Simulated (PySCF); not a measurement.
## NdCl3(H2O) relaxed at several levels

Computed with PySCF 2.14.0, def2-SVP on the ligands, density fitting, scalar-relativistic core potentials, no spin-orbit coupling, vacuum. Each row is relaxed at its own level from the same template. Distances are means of the shortest metal–ligand contacts, charges and spins Mulliken's; removal energies are rigid, with the ligand's formal charge and no counterpoise, so too large; for an anion taken off a cation in vacuum most of it is the attraction of opposite charges, and multiply charged cations can part far more cheaply with an electron moved from ligand to metal. lcecp potentials hold a fixed number of 4f electrons in the core, out of states, spins and gaps.

```
 level      basis on the metal  point group  M–Cl (Å)  M–H2O (Å)  charge on M (e)  dipole (D)  removal of one Cl (eV)  unstable modes (below −25 cm⁻¹)
r2SCAN  lcecp-1-SVP with ECP49           C1     2.564      2.444             0.92        5.01                    8.88                        not given
```

What does the calculation give for PBE0, lcecp-1-SVP with ECP49?

point group: Cs, M–Cl (Å): 2.552, M–H2O (Å): 2.454, charge on M (e): 0.89, dipole (D): 5.48, removal of one Cl (eV): 8.79, unstable modes (below −25 cm⁻¹): 1 (soft).
```xyz
7

Nd   -0.0653   -0.0706    0.0706
Cl    1.0234    1.9622    1.1717
Cl   -1.7372   -1.4289    1.4289
Cl    1.0234   -1.1717   -1.9622
O    -1.4147    1.3784   -1.3784
H    -1.5258    2.3262   -1.2261
H    -1.5258    1.2261   -2.3262
```

Members with unstable modes aren't minima as they stand: saddle points kept by symmetry or, where the modes are soft, flat surfaces and noise. Moved off a saddle point of the template and relaxed again: r2SCAN. One start shape was tried for each, so a minimum needn't be the lowest isomer.
